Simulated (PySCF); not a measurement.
# Telling isomers of C$_{10}$H$_{10}$ apart by NMR

Calculated, not measured (PySCF 2.14): NMR shieldings at PBE0/pcSseg-1/GIAO, geometry: GFN2-xTB. Non-relativistic Hamiltonian, single conformer, equivalent nuclei averaged, in vacuum.

Chemical shifts δ = σref − σ; 1H and 13C vs TMS, all at this level. Where no couplings were computed, multiplicities follow the n + 1 count of equivalent neighbours, and m marks all less simple cases (inequivalent or close neighbours, rings, F or P nearby). Shifts are as computed. Against solution values, carbons near 30 ppm lie about +3 ppm off and those near 130 ppm about +5 ppm. Of 1211 compounds with measured shifts, 218 miss one by over three times the rms of a fit or turn the order of signals round; such compounds aren't used in these exercises.

(1) Tabulate the signals of `C#Cc1cccc(CC)c1`, `c1cc2c(cc1C1CC1)C2`, `C#Cc1ccc(CC)cc1`, `C=CC1=CC=CC=CC1=C` and their relative energies.

(2) What is the quickest way to tell c1cc2c(cc1C1CC1)C2 from C#Cc1ccc(CC)cc1?

(3) What is the quickest way to tell C#Cc1cccc(CC)c1 from c1cc2c(cc1C1CC1)C2?

(4) What is the quickest way to tell C#Cc1ccc(CC)cc1 from C=CC1=CC=CC=CC1=C?

Answers

(1) 
| SMILES | carbon types | δC | δH | E rel. (kcal/mol) |
| --- | --- | --- | --- | --- |
| C#Cc1cccc(CC)c1 | 3×C 5×CH 1×CH2 1×CH3 | 151.5, 138.9, 136.8, 134.2, 133.8, 127.1, 89.5, 86.7, 35.0, 22.4 | 7.72 (m, 1H), 7.72 (s, 1H), 7.58 (m, 1H), 7.44 (m, 1H), 2.77 (s, 1H), 2.64 (q, 2H), 1.21 (t, 3H) | 0.2 |
| c1cc2c(cc1C1CC1)C2 | 3×C 4×CH 3×CH2 | 152.2, 134.5, 134.3, 130.3, 118.3, 111.1, 23.4, 20.1, 14.2 | 7.40 (m, 1H), 7.35 (m, 1H), 6.75 (s, 1H), 3.48 (s, 2H), 1.83 (m, 1H), 1.02 (m, 2H), 0.71 (m, 2H) | 37.2 |
| C#Cc1ccc(CC)cc1 | 3×C 5×CH 1×CH2 1×CH3 | 152.1, 140.0, 133.3, 123.9, 89.4, 86.3, 35.3, 22.2 | 7.84 (d, 2H), 7.45 (d, 2H), 2.74 (s, 1H), 2.64 (q, 2H), 1.21 (t, 3H) | 0.0 |
| C=CC1=CC=CC=CC1=C | 2×C 6×CH 2×CH2 | 148.6, 147.7, 145.7, 138.6, 138.5, 138.2, 135.7, 132.6, 126.0, 123.1 | 6.64 (m, 1H), 6.57 (m, 1H), 6.55 (m, 1H), 6.52 (m, 1H), 6.40 (m, 1H), 6.19 (d, 1H), 6.15 (d, 1H), 5.74 (br s, 1H), 5.37 (m, 1H), 5.16 (br s, 1H) | 17.2 |

Energies are electronic energies at PBE0/pcSseg-1 on these geometries, without zero-point or thermal terms, each for the one conformer computed, which needn't be the lowest.

(2) Count the carbon signals: 9 against 8. The first has a three-membered-ring carbon (CH) at 20.1 ppm, the second a methyl carbon (CH3) at 22.2 ppm. Their most deshielded carbons lie at 152.2 and 152.1 ppm. In the proton spectra the most deshielded non-exchanging signals are 7.40 (m, 1H) and 7.84 (d, 2H).

(3) Count the carbon signals: 10 against 9. The first has a methyl carbon (CH3) at 22.4 ppm, the second a three-membered-ring carbon (CH) at 20.1 ppm. Their most deshielded carbons lie at 151.5 and 152.2 ppm.

(4) Count the carbon signals: 8 against 10. The first has an sp3 CH2 on an aromatic ring at 35.3 ppm, the second a terminal =CH2 carbon at 126.0 ppm. Their most deshielded carbons lie at 152.1 and 148.6 ppm. In the proton spectra the most deshielded non-exchanging signals are 7.84 (d, 2H) and 6.64 (m, 1H).
